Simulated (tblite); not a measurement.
A tight-binding relaxation on `C#C[C@@H]1C[Si@](C)(Br)[SiH2]1`.

Computed with GFN2-xTB geometry optimisation, gas phase (tblite 0.8.0). Start geometry: from a force field or distance geometry. The input is one job of a driver script: a line of settings, then coordinates in Å.

Command:
```bash
OMP_NUM_THREADS=1 python probes_run.py task.json out
```

Input:
```
{"job": {"kind": "relax", "xc": "GFN2-xTB", "basis": "xTB"}, "charge": 0, "multiplicity": 1}
C     -3.585900    -0.552500    -0.229800
C     -2.451100    -0.194800    -0.207200
C     -1.053500     0.224400    -0.175200
C     -0.061500    -0.737000    -0.917900
Si     1.440900    -0.341400     0.198300
C      2.340900     1.125500    -0.393000
Br     2.716000    -2.075900     0.543200
Si    -0.239800     0.012600     1.589000
H     -4.608000    -0.865700    -0.257400
H     -0.957800     1.273600    -0.491500
H      0.100000    -0.501200    -1.966600
H     -0.336500    -1.811000    -0.862300
H      1.671300     1.959300    -0.623200
H      3.055600     1.492000     0.359800
H      2.921900     0.919500    -1.292300
H     -0.223600     1.270400     2.389300
H     -0.735900    -1.185700     2.326800
```

Q: Estimate the output.

A: 
```
step      E/eV     max force
  0    -619.02040    2.208
  1    -619.11119    4.342
  2    -619.23830    1.093
  3    -619.28679    0.556
  4    -619.33360    0.336
  5    -619.35522    0.331
  6    -619.37377    0.264
  7    -619.38901    0.258
  8    -619.40256    0.219
  9    -619.41243    0.255
... (86 lines left out)
 96    -619.51946    0.025
 97    -619.51952    0.021
 98    -619.51961    0.031
 99    -619.51974    0.041
100    -619.51990    0.036
101    -619.52001    0.019
102    -619.52006    0.012
103    -619.52008    0.010
104    -619.52010    0.011
105    -619.52012    0.009
```

«max force» is the largest atomic force in eV/Å.

Main results: energy lowered by 11.5 kcal/mol over 105 steps; largest atomic force 0.009 eV/Å at the end.

Q: Give the final coordinates.

A: 0.462 Å rms from the input after alignment:
```
atom  x, y, z in Å
C1    -3.5248   -1.0664   -0.1825
C2    -2.5012   -0.4449   -0.1430
C3    -1.2474    0.2526   -0.0798
C4    -0.1587   -0.3778   -0.9931
Si5    1.3647   -0.2313    0.1733
C6     2.7053    0.9938   -0.3915
Br7    2.4523   -2.2158    0.3342
Si8   -0.3696    0.2416    1.6608
H9    -4.4300   -1.5939   -0.2244
H10   -1.4232    1.2900   -0.3856
H11   -0.0918    0.1279   -1.9556
H12   -0.4108   -1.4179   -1.2051
H13    2.2960    1.9909   -0.5225
H14    3.5055    1.0533    0.3412
H15    3.1474    0.6845   -1.3360
H16   -0.4520    1.5325    2.3509
H17   -0.8689   -0.8071    2.5488
```

Hardware: one thread, AMD EPYC 7R43 (x86_64), shared host with 256 logical CPUs at a one-minute load of 78. Cost: 1.3 s wall.
Labels such as C1 count atoms from 1, the log's own numbers from 0.
